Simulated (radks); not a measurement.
Q: These are the eigenvalues of the occupied orbitals of an atom or ion with whole-number occupations (hartree). Method: scalar-relativistic Kohn-Sham, BLYP, spin-polarised, spherical densities, point nucleus; computed with a radial shooting solver on a logarithmic mesh with Libxc functionals.

orbital  eigenvalue
1s up     -489.9605
1s down   -489.9555
2s up     -64.11068
2s down   -64.10789
2p up     -56.60497
2p down   -56.60024
3s up      -9.14611
3s down    -9.13967
3p up      -6.77735
3p down    -6.77017
3d up      -2.85827
3d down    -2.84922
4s up      -1.13762
4s down    -1.07754
4p up      -0.66043
4p down    -0.60278

Which element is it, and in what charge state? The configuration may be excited. Open shells, if any, are filled with parallel spins first.

A: Z = 35, bromine, charge +1: Br+ in [Ar] 3d10 4s2 4p4. The list shows which subshells hold electrons but not how many an open one holds; the 1s level, -489.96 hartree, gives Z - s = 31.3 by -(Z - s)^2/2, which with screening and relativity narrows Z to a few neighbours, and the depths of the outer levels then fix element, charge and occupations together.
